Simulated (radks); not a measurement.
The numbers below are computed, except where a source is named.
Task: Ionisation of Mo, [Kr] 4d5 5s1, to Mo+, [Kr] 4d5, under several functionals. Scalar-relativistic Kohn-Sham, spin-unpolarised, spherical densities, finite nucleus; a radial shooting solver on a logarithmic mesh with Libxc functionals. Known Delta-SCF values: Wu-Cohen GGA 6.890 eV. What does XLYP give, and what is its highest occupied eigenvalue?

Result: 6.965 eV by Delta-SCF; the 4d eigenvalue is -3.658 eV. NIST: 7.092 eV (measured).

Beside tabulated values, note that spin-unpolarised runs miss the spin-polarisation part of the exchange energy of open shells.
